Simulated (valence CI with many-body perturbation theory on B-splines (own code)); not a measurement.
## Valence orbitals of Kr³⁺

Level of theory: valence CI with perturbative core correlation (CI+MBPT): five valence electrons over a frozen Dirac-Fock core [Ar] 3d10, radial functions for each j: 9 s, 9 p, 8 d, 6 f, 3 g, 1 h, with the one-electron correlation potential Σ1, the two-electron term Σ2, the three-electron term Σ3, Breit, model QED; selected CI, second order for the rest, scaled by the run's own slope (own B-spline code, finite nucleus).

Set against measurement, 41 paired levels are off by 172 cm⁻¹ on average, the worst by 331. These come from a selection out of Saloman, J. Phys. Chem. Ref. Data 36, 215 (2007). Levels without a partner in it may be off by more. Among the levels kept, up to 1300 cm⁻¹ of a level comes from second order outside the variational space, and about a tenth of that is noise between levels of different J, which matters for small intervals. 2 measured levels below the end of the list, from 202373 cm⁻¹ on, found no clear computed partner, and computed levels of the same name lie up to 1986 cm⁻¹ from them.

These are the spectroscopic orbitals of the CI (the correlating ones are not listed), shaped by the core and the other valence electrons. h is the expectation value of the core's Dirac-Fock operator, without the valence repulsion; Σ1 is computed up to l = 3 at one energy for each symmetry, that of its lowest orbital but kept below the first core excitation, so for empty shells it is not the orbital's own correlation shift; Breit and QED include the response of the core.

```
Orbital  h (hartree)  Σ1 (cm⁻¹)  Breit (cm⁻¹)  QED (cm⁻¹)  ⟨r⟩ (bohr)
  4s1/2      -4.5311      -8468           232         202       1.484
  5s1/2      -2.2099      -1583          55.5        47.7       3.343
  6s1/2      -1.2927       -574          21.4        18.4       6.005
  7s1/2     -0.85092       -280          10.8         9.3       9.387
  4p1/2      -3.8595      -6594           305       -11.7       1.665
  5p1/2       -1.916      -1238          70.5        -2.7       3.830
  6p1/2       -1.156       -500          30.3        -1.2       6.706
  7p1/2     -0.77577       -257          16.0        -0.6       10.31
  4p3/2      -3.8137      -6299           181         2.6       1.690
  5p3/2      -1.8994      -1200          42.3         0.6       3.867
  6p3/2      -1.1482       -486          18.7         0.2       6.754
  7p3/2     -0.77149       -250           9.9         0.1       10.37
  4d3/2      -2.6984      -2713          29.8        -4.6       2.357
  5d3/2      -1.4498       -768          10.0        -1.5       5.084
  6d3/2     -0.92724       -363           5.0        -0.8       8.440
  4d5/2      -2.6914      -2679           6.0        -2.9       2.365
  5d5/2      -1.4472       -761           2.1        -1.0       5.094
  6d5/2     -0.92593       -360           1.1        -0.5       8.453
  4f5/2       -1.598       -372          -0.1         0.0       4.162
  5f5/2      -1.0219       -231          -0.1         0.0       7.407
  4f7/2      -1.5982       -372          -0.3         0.0       4.162
  5f7/2      -1.0219       -230          -0.2         0.0       7.406
  5g7/2     -0.96323                      0.0         0.0       6.849
  5g9/2     -0.96323                      0.0         0.0       6.849
```

Among the shells of the start configuration 4s2 4p3, Σ1 is largest in size for 4s1/2, where it is 0.85 % of h.

Lowest root of each symmetry, sizes in configuration state functions:

```
  J  Parity  Roots  Reference  Variational  Second order  Change by selected CI (cm⁻¹)  Change by second order (cm⁻¹)
1/2    even     11         40        39938       2661118                        -16956                           -175
3/2    even     15         56        39974       5651820                        -16606                           -447
5/2    even     13         51        39958       7318834                        -16406                           -593
7/2    even      6         29        39807       6243939                        -21446                           -770
9/2    even      3         15        40402       4735188                        -21639                           -717
1/2     odd      4         53        40001       2041133                        -15297                           -269
3/2     odd      5         83        39466       3691997                        -12378                           -264
5/2     odd      2         74        39653       4045615                        -15155                           -423
7/2     odd      1         50        43014       3287529                        -22222                           -385
```
